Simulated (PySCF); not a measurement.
# How the method changes the shape and vibrations of BFH2O

These are calculations, not measurements. The program is PySCF 2.14.0, an open-source quantum chemistry code, run on an isolated molecule that a program drew, which may never have been made. The molecule is BFH2O (charge 0, singlet), drawn as the SMILES string `OBF`.

The geometry was optimised and harmonic frequencies were computed with HF and MP2, all in the cc-pVDZ basis, for the commonest isotopes, with a restricted reference for singlets and an unrestricted one otherwise, and a frozen core in MP2. Each result is a local minimum of its method.

Geometry at the HF minimum:
```xyz
5
BFH2O, angstrom
O    -2.1363   -2.3435    0.4372
B    -1.3354   -2.2077   -0.6254
F    -0.5754   -1.1149   -0.7468
H    -2.0946   -1.6169    1.0440
H    -1.2926   -3.0506   -1.4645
```

Lengths of the bonds as drawn, in Å (atoms numbered as above):
```
 bond     HF    MP2
O1-B2  1.338  1.356
B2-F3  1.337  1.353
O1-H4  0.948  0.969
B2-H5  1.190  1.198
```

Rotational constants, in GHz:
```
constant,HF,MP2
A,63.98,63.58
B,10.58,10.24
C,9.076,8.816
```

Harmonic frequencies in cm^-1, each column in rising order, so a row needn't be the same motion in every method:
```
rank,HF,MP2
1,529,503
2,657,650
3,1009,961
4,1062,1007
5,1152,1104
6,1268,1218
7,1495,?
8,2820,2759
9,4139,3850
```

**Estimate the missing MP2 frequency from the HF column.**

A single factor s that minimises the squared misfit of MP2 against s times HF over the other rows is sum(HF x MP2) / sum(HF^2) = 0.9478, with an rms misfit of 42 cm^-1. For rank 7 it gives 0.9478 x 1495 = 1417 cm^-1. The calculation gives 1444 cm^-1, 27 cm^-1 above the estimate. The drawn bonds are on average 1.4 % longer in MP2 than in HF.
